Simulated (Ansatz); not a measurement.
`S[SiH](Cl)CCl` + `C[SiH2]F` → `ClC[SiH2]Cl` + `F[SiH2]CS`  (redistribution)

Computed with Ansatz on PBE0-D4/def2-TZVP structures; ΔE is electronic, products minus reactants. CCSD(T)/CBS adds triple-zeta CCSD(T) − MP2 to the extrapolated MP2 energy (def2 sets, frozen cores). Functionals use def2-TZVPP. B3LYP here is the variant with VWN-RPA as its local correlation; programs differ in this. HSE06 is defined as in plane-wave codes. Each species was taken in one conformer, which may not be the lowest.

```
             level  ΔE (kJ/mol)  difference from CCSD(T)/CBS
            PBE-D4        124.0                         -0.5
          B3LYP-D4        123.1                         -1.4
        r2SCANh-D4        128.6                          4.1
          HSE06-D4        125.9                          1.4
          BHLYP-D4        124.8                          0.3
            B2PLYP        122.5                         -2.0
               PBE        121.6                         -2.9
              BLYP        116.8                         -7.7
           r2SCAN0        127.9                          3.4
RPA@PBE/def2-TZVPP        114.5                        -10.0
      MP2/def2-SVP        122.2                         -2.3
    MP2/def2-TZVPP        128.4                          3.9
     HF/def2-QZVPP        117.4                         -7.1
    MP2/def2-QZVPP        129.4                          4.9
SCS-MP2/def2-QZVPP        123.4                         -1.1
      HF/CBS(def2)        117.3                         -7.2
       CCSD(T)/CBS        124.5                            0
```

What do rigid-rotor, harmonic-oscillator terms from PBE0-D4/def2-TZVP frequencies (298.15 K, 1 bar) make of the CCSD(T)/CBS value? (Estimate.)

The calculation gave: ΔZPE = -2.7 kJ/mol, ΔH = +120.4 kJ/mol, ΔS = -3 J/(mol·K), ΔG = +121.3 kJ/mol.

Largest T1 diagnostic among the species: 0.011.

In def2-TZVPP, CCSD(T) changes the Hartree–Fock value by +4.3 kJ/mol (the triples alone add +0.8 kJ/mol) and MP2 by +10.4 kJ/mol. From BLYP to BHLYP (50 % exact exchange), in def2-TZVPP and without D4, ΔE moves by +4.0 kJ/mol. Leaving LDA and LC-ωPBE aside and taking each functional with its dispersion term where it has one, the values, not all of them listed here, spread over 11.5 kJ/mol, from BLYP-D4 to B97M-V.
